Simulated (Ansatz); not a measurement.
`[F][AlH][F]` + `[SiH3]S` → `[F][AlH][S][SiH3]` + H–F at 400 K and 1 bar (ligand exchange at the Al–F bond).

Computed with Ansatz on PBE0-D4/def2-TZVP structures; ΔE is electronic, products minus reactants. CCSD(T)/CBS is the MP2 limit (def2-TZVPP, def2-QZVPP) plus CCSD(T) − MP2 in def2-TZVPP, frozen cores. This one scheme is used for every species. Each species was taken in one conformer, which may not be the lowest.

```json
{"species": "`[F][AlH][F]`", "CCSD(T)/CBS energy (Eh)": "-442.35155", "H − E (kJ/mol)": "49.2", "S (J/(mol·K))": "281.7"}
{"species": "`[SiH3]S`", "CCSD(T)/CBS energy (Eh)": "-689.27336", "H − E (kJ/mol)": "109.8", "S (J/(mol·K))": "293.0"}
{"species": "`[F][AlH][S][SiH3]`", "CCSD(T)/CBS energy (Eh)": "-1031.20495", "H − E (kJ/mol)": "129.1", "S (J/(mol·K))": "389.4"}
{"species": "H–F", "CCSD(T)/CBS energy (Eh)": "-100.39570", "H − E (kJ/mol)": "36.5", "S (J/(mol·K))": "182.2"}
```

H − E and S are ideal-gas, rigid-rotor, harmonic terms from PBE0-D4/def2-TZVP, for one conformer and one mirror image of each species. 1 Eh = 2625.50 kJ/mol, R = 8.31446 J/(mol·K).

Problem. By hand: ΔE, ΔH, ΔS and ΔG.

Solution. ΔE = (-1031.20495) + (-100.39570) − (-442.35155) − (-689.27336) = 0.02426 Eh = 63.7 kJ/mol. Δ(H − E) = 129.1 + 36.5 − 49.2 − 109.8 = 6.6, so ΔH = 70.3 kJ/mol. ΔS = 389.4 + 182.2 − 281.7 − 293.0 = -3.1 J/(mol·K). ΔG = 70.3 − 400 × (-3.1)/1000 = 71.5 kJ/mol.

Problem. By hand: the equilibrium constant, and the temperature at which ΔG would vanish if ΔH and ΔS stayed fixed.

Solution. log₁₀ K = −ΔG/(RT ln 10) = -9.3. ΔH and −TΔS have one sign here, so there is no such temperature.

The number of gas molecules stays the same, so ΔS is small and ΔH decides. A doubt of 5 kJ/mol in ΔE shifts log₁₀ K by 0.7 here. Other conformers and mirror images would add mixing entropy, several J/(mol·K) or more a flexible species. Modes under 60 cm⁻¹, often nearly free rotors, make the harmonic entropy too high. These are equilibria of isolated gas molecules and say nothing of rates. Largest T1 diagnostic: 0.013 (customary marks: 0.02 for closed shells, 0.045 for open ones).

ΔS is within the doubt of such terms, so its sign, and with it that verdict, could turn.
